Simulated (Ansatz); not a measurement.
Si₂₂H₂₈⁻, a nanocrystal cut from cubic silicon. Charge -1, multiplicity 2. Geometry PBE-D4/def2-SVP, that of the neutral singlet; atoms count from 1.

```xyz
50

Si    3.325    2.130    1.251
Si    2.226    2.520   -2.420
Si    0.717    2.287    4.070
Si    2.421   -1.046    3.194
Si    1.318   -0.661   -0.466
Si    0.410   -3.848    1.478
Si   -1.283   -0.510    2.336
Si   -0.685   -3.460   -2.173
Si   -0.380    2.657    0.397
Si   -1.482    3.068   -3.272
Si   -2.375   -0.123   -1.307
Si    0.226   -0.267   -4.128
Si   -3.303   -3.317    0.637
Si    2.728    1.283    3.366
Si    1.630    1.663   -0.311
Si    0.526    2.064   -3.984
Si   -0.983    1.817    2.511
Si    0.721   -1.521    1.638
Si   -0.376   -1.132   -2.024
Si   -1.297   -4.327   -0.071
Si   -2.995   -0.987    0.792
Si   -2.084    2.208   -1.164
H     3.533    3.623    1.330
H     4.616    1.498    0.789
H     3.521    1.886   -2.867
H     2.444    4.009   -2.309
H     0.907    3.780    4.187
H     0.330    1.754    5.428
H     3.704   -1.702    2.745
H     2.042   -1.620    4.538
H     2.607   -1.307   -0.920
H     1.702   -4.493    1.039
H     0.047   -4.397    2.837
H    -1.654   -1.074    3.689
H     0.598   -4.103   -2.642
H    -1.760   -3.756   -3.190
H    -0.164    4.151    0.490
H    -1.301    4.563   -3.182
H    -2.576    2.785   -4.272
H    -3.455   -0.435   -2.319
H     1.505   -0.924   -4.588
H    -0.856   -0.591   -5.129
H    -3.706   -3.871    1.982
H    -4.404   -3.624   -0.348
H     3.821    1.583    4.366
H     0.914    2.615   -5.338
H    -2.283    2.454    2.945
H    -1.493   -5.823   -0.172
H    -4.273   -0.319    1.246
H    -3.372    2.840   -0.688
```

Single mean-field runs in def2-SVP are fitted with def2-universal-jkfit. The highest occupied level of the charge -1 doublet lies above zero (up to 0.42 eV). By energy differences its removal costs 0.59 eV (vertical, to the charge 0 singlet, at PBE0-D4/def2-SVP); self-interaction error and the lack of diffuse functions both raise the level.

(1) Estimate the Mulliken populations of the heavy atoms from the PBE0/def2-SVP orbitals of Ansatz.

(2) Where does the spin sit?

(3) And the Mayer bond orders between bonded heavy atoms (over 0.3)?

Answers

(1) 
```
atom  charge (e)  spin (α − β)
 Si1        0.17          0.00
 Si2        0.13          0.09
 Si3        0.12          0.00
 Si4        0.17          0.00
 Si5        0.08          0.05
 Si6        0.13          0.09
 Si7        0.01          0.00
 Si8        0.14          0.04
 Si9        0.01          0.00
Si10        0.11          0.03
Si11        0.01          0.04
Si12        0.14          0.04
Si13        0.11          0.03
Si14       -0.12          0.04
Si15       -0.27          0.09
Si16       -0.11          0.01
Si17       -0.06          0.12
Si18       -0.27          0.09
Si19       -0.25          0.03
Si20       -0.11          0.01
Si21       -0.04          0.06
Si22       -0.04          0.06
```
Mulliken values and Mayer orders depend strongly on the basis.

(2) Summed by element: Si 0.91, H 0.09, of 1 unpaired in all. Largest on single atoms: Si17 0.12, Si18 0.09, Si15 0.09.

(3) Si1–Si14 0.95 (2.35 Å); Si1–Si15 0.94 (2.35 Å); Si2–Si15 0.82 (2.35 Å); Si2–Si16 0.94 (2.35 Å); Si3–Si14 0.94 (2.36 Å); Si3–Si17 0.93 (2.35 Å); Si4–Si14 0.95 (2.35 Å); Si4–Si18 0.94 (2.35 Å); Si5–Si15 0.94 (2.35 Å); Si5–Si18 0.94 (2.35 Å); Si5–Si19 0.84 (2.35 Å); Si6–Si18 0.82 (2.35 Å); Si6–Si20 0.94 (2.35 Å); Si7–Si17 0.90 (2.35 Å); Si7–Si18 0.92 (2.35 Å); Si7–Si21 0.94 (2.35 Å); Si8–Si19 0.91 (2.35 Å); Si8–Si20 0.95 (2.35 Å); Si9–Si15 0.92 (2.35 Å); Si9–Si17 0.90 (2.35 Å); Si9–Si22 0.94 (2.35 Å); Si10–Si16 0.94 (2.36 Å); Si10–Si22 0.97 (2.35 Å); Si11–Si19 0.93 (2.35 Å); Si11–Si21 0.88 (2.35 Å); Si11–Si22 0.88 (2.35 Å); Si12–Si16 0.95 (2.35 Å); Si12–Si19 0.91 (2.35 Å); Si13–Si20 0.94 (2.36 Å); Si13–Si21 0.96 (2.35 Å).
